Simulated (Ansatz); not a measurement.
Start from `F[SiH](F)[SiH3]` and change one atom or group to get `F[SiH](F)[AlH2]`.

Ansatz, PBE0-D4/def2-TZVP geometries, multiplicity 1. 

```json
{"property": "HOMO energy (B3LYP/def2-TZVPP) / eV", "`F[SiH](F)[SiH3]`": "-8.40"}
{"property": "size of the dipole moment (PBE/def2-TZVPP) / D", "`F[SiH](F)[SiH3]`": "1.53"}
{"property": "size of the dipole moment (ωB97M-V/def2-TZVPP) / D", "`F[SiH](F)[SiH3]`": "1.64"}
{"property": "HOMO–LUMO gap (PBE0/def2-TZVPP) / eV", "`F[SiH](F)[SiH3]`": "8.17"}
{"property": "HOMO energy (PBE/def2-TZVPP) / eV", "`F[SiH](F)[SiH3]`": "-7.33"}
{"property": "HOMO energy (PBE0/def2-TZVPP) / eV", "`F[SiH](F)[SiH3]`": "-8.59"}
```

**Question.** Give the same properties after the change, and the shifts. (An estimate is asked.)

**Answer.** Computed: 
| property | `F[SiH](F)[AlH2]` | shift |
| --- | --- | --- |
| HOMO energy (B3LYP/def2-TZVPP) / eV | -7.66 | 0.74 |
| size of the dipole moment (PBE/def2-TZVPP) / D | 1.67 | 0.14 |
| size of the dipole moment (ωB97M-V/def2-TZVPP) / D | 1.85 | 0.21 |
| HOMO–LUMO gap (PBE0/def2-TZVPP) / eV | 5.31 | -2.86 |
| HOMO energy (PBE/def2-TZVPP) / eV | -6.64 | 0.69 |
| HOMO energy (PBE0/def2-TZVPP) / eV | -7.84 | 0.75 |

With PBE0 the HOMO rises by 0.75 eV and the LUMO falls by 2.09 eV, so the gap narrows by about 2.84 eV. PBE moves the HOMO by 0.69 eV and ωB97M-V by 0.81 eV. The zero-point energy changes by -30.3 kJ/mol with -3 modes. Dipoles are sizes alone; their direction can turn.

B3LYP here is the variant with VWN-RPA as its local correlation; programs differ in this.
